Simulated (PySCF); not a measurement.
An unknown is described by computed data only.

Elements present: B, C, F, H and O. Monoisotopic mass: 98.0151 u.

| Property | Result |
| --- | --- |
| 13C NMR | chemical shifts (computed TMS as zero) by class: 115.6 (1 C) ppm [GIAO PBE0/pcSseg-1] |
| 1H NMR | chemical shifts (computed TMS as zero) by class: 6.64 (1 H), 4.36 (1 H) ppm [GIAO PBE0/pcSseg-1] |
| Rotational structure | rotational constants A, B, C: 7.436, 2.345, 2.053 GHz [PBE0-D3(BJ)/def2-SVP] |
| Couplings | largest of the computed one-bond spin–spin couplings (means over like bonds): 19F–13C -325.5 (×2), 13C–1H +224.0, 11B–1H +212.5, 19F–11B -167.8, 17O–13C +14.8, 17O–11B -2.6 Hz [B3LYP/pcJ-1] |
| Valence photoelectron | vertical ionisation energy: 12.96 eV [ΔSCF PBE0/def2-SVPD] |
| XPS | B1s 199.6, C1s 298.1, O1s 540.5, F1s 694.0 (×2), F1s 694.1 eV [ΔSCF SCAN, pcX-2 on the ionised atom, pcseg-1 elsewhere, spin-free X2C] |

Electronic properties: PySCF, gas phase, density fitting. Levels stand in brackets. Isolated species at its PBE0-D3(BJ)/def2-SVP geometry (one conformer only). NMR values are class means; diastereotopic atoms form classes of their own.

Question: Which formula fits the mass and the elements?

Answer: CH2BF3O (calculated 98.0151). No other formula that holds each of these elements comes within 0.0003 u with a fitting electron parity and a possible valence count.

Question: Give a SMILES that accounts for the data.

Answer: Numbering: `[F:1][BH:2][O:3][CH:4]([F:5])[F:6]`. The one carbon: CHF2 carbon [C4] (115.6 ppm). Hydrogen classes from least to most shielded: 1 H on a CHF2 carbon, C4 (6.64 ppm), 1 H on a three-coordinate boron, B2 (4.36 ppm). The couplings run between: -325.5 Hz, fluorine of a CF2 group [F5] and CHF2 carbon [C4] (with 1 like pair); +224.0 Hz, CHF2 carbon [C4] and its hydrogen; +212.5 Hz, three-coordinate boron [B2] and its hydrogen; -167.8 Hz, boron-bound fluorine [F1] and three-coordinate boron [B2]; +14.8 Hz, boron-bound oxygen [O3] and CHF2 carbon [C4]; -2.6 Hz, boron-bound oxygen [O3] and three-coordinate boron [B2]. The core levels belong to: B1s 199.6 eV, three-coordinate boron [B2]; C1s 298.1 eV, CHF2 carbon [C4]; O1s 540.5 eV, boron-bound oxygen [O3]; F1s 694.0 eV, fluorine of a CF2 group [F5/F6]; F1s 694.1 eV, boron-bound fluorine [F1]. One atom of each topological class was ionised and stands for its class. The first electron is taken from the HOMO, whose largest Löwdin shares are 0.25 on the boron-bound oxygen, 0.13 on the three-coordinate boron, 0.13 on the CHF2 carbon and 0.12 on the B–H hydrogen. The optimised geometry has point group C1 and is an asymmetric top. Structure: `FBOC(F)F`. The assignments are read from this structure; whether some other isomer fits the data as well wasn't checked.

The values belong to the conformer `[F:1][BH:2][O:3][CH:4]([F:5])[F:6]`: F1–B2–O3–C4 2°, B2–O3–C4–F5 87°.
